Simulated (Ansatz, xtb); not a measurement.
**Two isomers of C5H7N3**

Structure X is `CC1=NN=C/C1=C\N`, a singlet and structure Y is `[H]/N=C\c1cn[nH]c1C`, a singlet. Both are isolated molecules in the gas phase, relaxed with PBE0-D3(BJ)/def2-SVP; the shapes shown needn't be the lowest conformers.

X (Å):

```xyz
15

C    -1.3536    0.0590   -2.2909
C    -0.0090   -0.1895   -1.7025
C     1.7491   -0.7529   -0.4269
C     0.3056   -0.7884   -0.4186
C    -0.5839   -1.2482    0.5139
N     1.0942    0.1266   -2.3214
N     2.1805   -0.2220   -1.5321
N    -0.2938   -1.8004    1.6969
H    -1.9240   -0.8753   -2.4193
H    -1.9571    0.7351   -1.6636
H    -1.2260    0.5243   -3.2768
H     2.4470   -1.0995    0.3400
H    -1.6559   -1.1708    0.2998
H     0.6649   -1.9201    1.9953
H    -1.0224   -2.1116    2.3217
```

Y (Å):

```yaml
atoms:
  - { symbol: C, position_ang: [0.6735, -0.1429, -1.8631] }
  - { symbol: C, position_ang: [0.7006, -1.0621, -0.6940] }
  - { symbol: C, position_ang: [0.4001, -2.2829, 1.1373] }
  - { symbol: C, position_ang: [-0.2097, -1.2738, 0.3426] }
  - { symbol: C, position_ang: [-1.4849, -0.5892, 0.5244] }
  - { symbol: N, position_ang: [1.7217, -1.9115, -0.4505] }
  - { symbol: N, position_ang: [1.5655, -2.6568, 0.6447] }
  - { symbol: N, position_ang: [-2.3446, -0.7468, 1.4501] }
  - { symbol: H, position_ang: [0.5956, 0.9072, -1.5436] }
  - { symbol: H, position_ang: [1.5867, -0.2422, -2.4673] }
  - { symbol: H, position_ang: [-0.1860, -0.3536, -2.5173] }
  - { symbol: H, position_ang: [2.5591, -2.0222, -1.0086] }
  - { symbol: H, position_ang: [0.0252, -2.7459, 2.0502] }
  - { symbol: H, position_ang: [-1.7237, 0.1618, -0.2491] }
  - { symbol: H, position_ang: [-2.0274, -1.4634, 2.1131] }
```

Task: Estimate E(Y) − E(X) at the level CCSD(T)/def2-SVP + ΔMP2/def2-TZVPP.

Result: Calculated at CCSD(T)/def2-SVP + ΔMP2/def2-TZVPP: E(Y) − E(X) = −13.9 kcal/mol, so structure Y lies lower.

The same difference at several levels:

| level | geometry | E(Y) − E(X) (kcal/mol) | departure from the last row (kcal/mol) | job, with rough time for the two |
| --- | --- | --- | --- | --- |
| GFN2-xTB | GFN2-xTB | −14.6 | −0.7 | optimisation, 0.53 s |
| HF/STO-3G | GFN2-xTB | −14.8 | −1.0 | single point, 1.8 s |
| r2SCAN-D4/def2-SVP | GFN2-xTB | −13.3 | +0.6 | single point, 13 s |
| PBE0-D3(BJ)/def2-SVP | PBE0-D3(BJ)/def2-SVP | −14.5 | −0.6 | optimisation, 2 min |
| HF/def2-SVP | PBE0-D3(BJ)/def2-SVP | −14.5 | −0.6 | part of the CCSD(T) run |
| MP2/def2-SVP | PBE0-D3(BJ)/def2-SVP | −16.9 | −3.0 | part of the CCSD(T) run |
| CCSD(T)/def2-SVP | PBE0-D3(BJ)/def2-SVP | −16.0 | −2.1 | single point |
| CCSD(T)/def2-SVP + ΔMP2/def2-TZVPP | PBE0-D3(BJ)/def2-SVP | −13.9 |  | single point, 5.2 min |

As drawn, Y has 2 C∷C, 2 C∷N, 1 N∷N in place of 1 C–C, 1 C=N, 1 N–N, 1 C=C, 1 C–N (∷ is an aromatic bond). Structure X has a 5-membered ring, Y a 5-membered ring (with an aromatic ring).

The levels shown agree on the order. The largest departure from CCSD(T)/def2-SVP + ΔMP2/def2-TZVPP is that of MP2/def2-SVP, 3.0 kcal/mol. The last row adds to CCSD(T) the change of the MP2 difference between the two basis sets, here +2.1 kcal/mol.

With thermal terms from frequencies at re-optimised GFN2-xTB minima (ideal gas, soft modes damped towards free rotors, one conformer each, 298.15 K, 1 atm): the zero-point term adds +1.0 kcal/mol; ΔH is −13.1 and ΔG −13.0 kcal/mol.

The correlated steps freeze 8 core orbitals. Run with Ansatz 0.2.0, xtb 6.7.1; the last row on 2 threads of Intel(R) Xeon(R) Processor @ 2.50GHz (Skylake/Cascade Lake) on a shared host.
